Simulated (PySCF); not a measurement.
Cl2H2S2Si: core ionisation energies

Si(SH)2Cl2.
Bonds: Si1–S2, Si1–S4, Si1–Cl6, Si1–Cl7. Hydrogens: H3 on S2; H5 on S4.

Method: PySCF 2.14.0, delta-SCF UKS SCAN, pcX-2 on the ionised atom, pcseg-1 elsewhere, spin-free X2C. Binding energies are ΔSCF values: E(core-ionised, relaxed orbitals) − E(ground state) at a fixed geometry, referred to the vacuum level.

Task: Give the core binding energies atom by atom.

Result: 
```
atom(s)     bonded to     level  binding energy (eV)  2p1/2 (eV)  count
    Si1  2 Cl and 2 S  Si 2p3/2               109.30      109.93      1
Cl6/Cl7            Si  Cl 2p3/2               206.38      208.04      2
    Si1  2 Cl and 2 S     Si 1s              1849.43           –      1
  S2/S4      H and Si      S 1s              2477.92           –      2
Cl6/Cl7            Si     Cl 1s              2828.97           –      2
```

Task: Which photon energy gives electrons from Si 1s of Si1 a kinetic energy of 50 eV, and what is their de Broglie wavelength?

Result: hν = 1849.43 + 50 = 1899.43 eV, recoil neglected; λ = 12.264 Å/√(E/eV) = 1.73 Å.

Task: Which photon wavelength matches the Si 1s of Si1 threshold?

Result: λ = hc/E = 12398.42 eV Å / 1849.43 eV = 6.704 Å.

Atoms equivalent by their bonding share one computed value, that of the first of them. Not every level is listed. The 2p values add to the ΔSCF energy of one spin-free hole a correction within the shell (spin–orbit coupling, ligand field). 2p1/2 minus 2p3/2 (ligand field included): Si 0.62 eV, Cl 1.65 eV. One conformer (not necessarily the lowest) at the PBE0-D3(BJ)/def2-SVP geometry, without solvent, vibrations or thermal averaging.
